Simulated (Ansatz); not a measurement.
I$_{3}$Zr, charge +1, singlet, geometry from GFN2-xTB (such geometries of metal compounds can be far from the true shape) (the multiplicity is a formal guess) (all electrons, no relativity). Base run: HF/3-21G (Ansatz, a program for electronic structure).

The Ansatz input:
Ansatz 0.2 input:
```yaml
crystal:
  periodic: [false, false, false]
  atoms:
    - {symbol: Zr, position_ang: [-0.39336319, 0.40525880, 0.89381686]}
    - {symbol: I, position_ang: [-1.84730484, -1.56262782, -0.41912409]}
    - {symbol: I, position_ang: [0.06718708, 2.11587631, -1.24441120]}
    - {symbol: I, position_ang: [2.07699564, -0.85910419, 0.98895652]}
basis:
  gaussian:
    orbitals: 3-21G.json
hamiltonian:
  xc: hf
total_charge: 1
```
The basis file holds 3-21G in the JSON format of the Basis Set Exchange.

Variants of this job, named by their change:

```tsv
change	ΔE vs base (kcal/mol)
base	0.000
forces = on	0.000
lower_state_search = full	0.000
nuclear_model = gaussian	…
point_charge = charge:-1.0 position_ang:3.5878, 2.8815, -2.8852	-55.98
point_charge = charge:0.5 position_ang:2.3505, 4.0402, -2.7891	26.14
lower_state_search = light	0.000
accuracy = high	-0.017
lower_state_search = off	0.000
```

Task: What belongs in the gaps?

Result: 
- nuclear_model = gaussian, ΔE vs base (kcal/mol): 144.6
